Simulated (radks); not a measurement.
The numbers below are computed, except where a source is named.
Spherical jellium clusters: N electrons in a uniform positive sphere of charge N and radius rs N^(1/3), rs = 5.03 bohr. Level of theory: non-relativistic Kohn-Sham, LDA (Slater exchange, Perdew-Wang correlation), spin-polarised, spherical densities (a radial shooting solver with Libxc functionals). Levels are named by radial order and angular momentum (1s, 1p, 1d, 2s, ...), and open shells are averaged over m.

N = 21, configuration 1s2 1p6 1d10 2s2 1f(up 1, down 0). This is the lowest configuration that the search found. Occupied and some empty levels:

| level | occupation | eigenvalue (eV) | <r> (bohr) |
|---|---|---|---|
| 1s up | 1 | -3.8650 | 9.067 |
| 1s down | 1 | -3.8308 | 8.976 |
| 1p up | 3 | -3.4401 | 10.28 |
| 1p down | 3 | -3.3964 | 10.24 |
| 1d up | 5 | -2.8520 | 11.16 |
| 1d down | 5 | -2.8034 | 11.15 |
| 2s up | 1 | -2.3779 | 8.697 |
| 2s down | 1 | -2.3576 | 8.743 |
| 1f up | 1 | -2.1349 | 11.95 |
| 1f down | 0 | -2.0847 | 11.95 |
| 2p up | 0 | -1.5501 | 10.69 |
| 2p down | 0 | -1.5273 | 10.71 |
| 1g up | 0 | -1.3183 | 12.74 |
| 1g down | 0 | -1.2692 | 12.77 |
| 2d up | 0 | -0.77272 | 13.08 |
| 2d down | 0 | -0.74929 | 13.13 |

Energy (eV): total -38.6467, kinetic 23.904, external -1031.2, Hartree 513.04, exchange-correlation -63.257, background 518.84.
